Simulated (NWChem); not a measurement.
System: Si2H4OF2; SMILES [SiH]([SiH2]O)(F)F

Input file for NWChem:

```
start job
memory heap 200 mb stack 900 mb global 1100 mb
geometry units angstroms noautoz
  O      0.640300     2.371383     0.272136
  Si    -0.539130     1.307456    -0.243339
  Si     0.054439    -0.876230     0.383228
  F     -0.959132    -1.941862    -0.299733
  F      1.531610    -1.165205    -0.229335
  H      1.514896     2.267777    -0.115220
  H     -0.732343     1.331432    -1.728286
  H     -1.802869     1.717108     0.427660
  H      0.115852    -1.184478     1.837257
end
basis spherical
  * library 6-31g*
end
dft
  xc xperdew91 perdew91
  iterations 150
  mulliken
end
task dft energy
```

The geometry was optimised at PBE0/def2-SVP.

**Question.** Give the results of this calculation. (PW91/6-31G* (spherical d).) Quantities: energy (Ha); highest occupied level (eV); orbital gap (eV); dipole (D).

**Answer.** 
```json
{
  "energy (Ha)": "-856.28",
  "highest occupied level (eV)": "-6.59",
  "orbital gap (eV)": "4.97",
  "dipole (D)": "1.03"
}
```
